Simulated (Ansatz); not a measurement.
A set of 12 reactions (ligand exchange), with CCSD(T)/CBS values in kJ/mol:

| reaction | ΔE |
| --- | --- |
| `C[O][SnH2][F]` + H₂S → `[F][SnH2][SH]` + CH₃OH | -37.8 |
| `FC[SiH2]CS` + H₂Se → `SC[SiH2][SeH]` + `CF` | -80.6 |
| `C[N](C)[Hf]([F])([Cl])[N]=C=O` + H₂S → `C[N](C)[Hf]([F])([SH])[Cl]` + `N=C=O` | 42.7 |
| `CO[Si]1(F)CO1` + HCl → `F[Si]1(Cl)CO1` + CH₃OH | 14.8 |
| `F[C@H]1C[Si@H]1[SiH3]` + `OB(F)F` → `FB(F)O[SiH3]` + `FC1C[SiH2]1` | -73.4 |
| `N#C[SiH](F)Cl` + CH₃SH → `CS[SiH](F)Cl` + `C#N` | -38.2 |
| `F[Si]1(Br)BC1` + H–F → `F[Si]1(F)BC1` + HBr | -40.2 |
| `O[SiH2]N[SiH2][AlH2]` + HCl → `O[SiH2]N[SiH2]Cl` + `[AlH3]` | -116.6 |
| `O=C[NH][GeH3]` + `CBS` → `CB[S][GeH3]` + `NC=O` | -24.5 |
| `BBC=N` + `[OH][AlH2]` → `BB[O][AlH2]` + `C=N` | -120.5 |
| `O[SiH2][GeH2][OH]` + `N[SiH](O)O` → `[OH][GeH2][NH][SiH](O)O` + `O[SiH3]` | -38.5 |
| `[F][Zn][O][SiH3]` + NH₃ → `[NH2][Zn][O][SiH3]` + H–F | 48.1 |

Computed with Ansatz on PBE0-D4/def2-TZVP structures; ΔE is electronic, products minus reactants. CCSD(T)/CBS adds triple-zeta CCSD(T) − MP2 to the extrapolated MP2 energy (def2 sets, frozen cores). This one scheme is used for every species. Functionals use def2-TZVPP. def2 core potentials past Kr. For Br, Ge, Hf, Se, Sn, Zn outer-core shells are correlated without core-valence functions, which leaves a few kJ/mol of doubt a bond. Scalar relativity is left out up to krypton. One conformer a species, not always the lowest.

(1) Give the mean, mean absolute and largest difference (level minus CCSD(T)/CBS, kJ/mol) for: PBE-D4, r2SCAN-D4, PBE0-D4, ωB97X-V, ωB97M-V, B2PLYP, PBE, r2SCAN, HF/def2-TZVPP, CCSD/def2-TZVPP, CCSD(T)/def2-TZVPP, MP2/def2-QZVPP, SCS-MP2/def2-QZVPP, HF/CBS(def2). (An estimate is asked.)

The largest T1 diagnostic in the set is 0.018, for `N=C=O` (customary mark 0.02).

CCSD(T)/CBS is a level of theory with its own doubt, and the functionals carry their triple-zeta basis error, so these figures describe this set and don't rank the functionals.

## Answers

(1) The calculation gave: 
```csv
level,mean,mean absolute,largest
PBE-D4,3.5,11.0,26.2
r2SCAN-D4,0.6,4.5,10.0
PBE0-D4,1.1,7.9,18.3
ωB97X-V,0.5,2.2,-8.0
ωB97M-V,-1.4,2.8,-7.7
B2PLYP,-0.3,3.4,-9.0
PBE,3.9,10.5,23.9
r2SCAN,0.6,4.6,9.9
HF/def2-TZVPP,-2.5,13.2,-30.1
CCSD/def2-TZVPP,0.6,4.3,-9.1
CCSD(T)/def2-TZVPP,0.6,3.5,-5.6
MP2/def2-QZVPP,-3.2,3.9,-11.0
SCS-MP2/def2-QZVPP,-2.1,4.7,-11.7
HF/CBS(def2),-2.2,14.4,-33.1
```
